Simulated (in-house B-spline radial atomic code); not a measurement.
Values are calculated unless marked as measured or tabulated.
Making a Troullier-Martins s channel for K, r_c = 1.22 bohr

K, [Ar] 4s1, non-relativistic PBE, spherical and spin-unpolarised, from an all-electron radial atomic-structure program (B-spline basis) (atomic units). The all-electron 3s level is ε = -1.287683 hartree, its outermost node lies just inside 0.50 bohr and its outer maximum at 1.08 bohr.

Inside r_c the pseudo-orbital is u(r) = r^1 exp(p(r)), with p = c0 + c2 r² + c4 r⁴ + … + c12 r¹². The seven coefficients follow from p and its first four derivatives at r_c, from zero curvature of the screened potential at the origin, c4 = −c2²/(2l + 5), and from the norm inside r_c. At r_c the all-electron orbital has P = 0.9531583, P' = -0.3793971, the screened potential V = -2.381448, V' = 4.286598, V'' = -10.01303, and the norm inside is Q = 0.5022382.

Q: What are p, p' and p'' at r_c?

A: p = ln(P/r_c^1) = ln(0.9531583/1.22) = -0.24683. p' = P'/P − 1/r_c = -0.39804 − 0.81967 = -1.21771. The radial equation gives p'' = 2(V − ε) − 2(1) p'/r_c − p'² = -2.18753 − (-1.99625) − 1.48283 = -1.67410. Differentiating, p''' = 2V' + 2(1)p'/r_c² − 2(1)p''/r_c − 2p'p'' = 5.6042, and p'''' = 2V'' − 4(1)p'/r_c³ + 4(1)p''/r_c² − 2(1)p'''/r_c − 2p''² − 2p'p''' = -22.987.

For a trial c2 the five matching conditions are linear in c0, c6, c8, c10 and c12, and c2 is varied until the norm inside r_c equals Q. The root nearest zero gives:

```tsv
n	c_n
0	-0.5728107
2	1.53963
4	-0.4740921
6	-1.681661
8	1.7317
10	-0.6736303
12	0.09672063
```

Q: Check c4 and p(r_c), and find the screened pseudopotential at the origin.

A: −c2²/5 = -0.474092, as listed. The terms c_n r_c^n are -0.57281, 2.29159, -1.05027, -5.54495, 8.49868, -4.92062, 1.05157, which sum to -0.24683. Inverting the radial equation, V_l(r) = ε + 1 p'/r + (p'' + p'²)/2, so V_l(0) = ε + (2l + 3) c2 = -1.287683 + 3 × (1.53963) = 3.3312 hartree, finite where the all-electron potential diverges.

Orbitals and screened potentials:

```csv
r (bohr),P,u,V all-electron,V pseudo
0.122,-0.07938,0.07039,-108.9,3.322
0.305,-0.4717,0.1974,-29.51,3.004
0.488,0.01344,0.3798,-13.65,1.516
0.671,0.5459,0.6258,-7.611,-1.337
0.854,0.865,0.8635,-4.932,-3.652
1.037,0.9775,0.9766,-3.365,-3.483
1.22,0.9532,0.9532,-2.381,-2.381
```

Logarithmic derivatives P'/P at R = 1.52 bohr, for energies E around ε:

| E − ε (hartree) | all-electron | pseudo |
| --- | --- | --- |
| -0.5 | 0.0601632 | 0.0580534 |
| -0.25 | -0.356081 | -0.356859 |
| -0.1 | -0.656369 | -0.656576 |
| 0 | -0.884498 | -0.884567 |
| 0.1 | -1.14047 | -1.14074 |
| 0.25 | -1.591 | -1.59273 |
| 0.5 | -2.60677 | -2.61796 |

Q: With P(R) = 0.7792085 and a norm of 0.7320414 inside R, what slope in energy does norm conservation fix?

A: d(P'/P)/dE = −2 × (norm inside R)/P(R)² = -2.4113 per hartree·bohr at E = ε, for both atoms, since orbital and norm agree at R. Differences over ±0.1 hartree give -2.4205 (all-electron) and -2.4208 (pseudo), which also hold third-order terms. Half a hartree below ε the two curves differ by -0.0021.
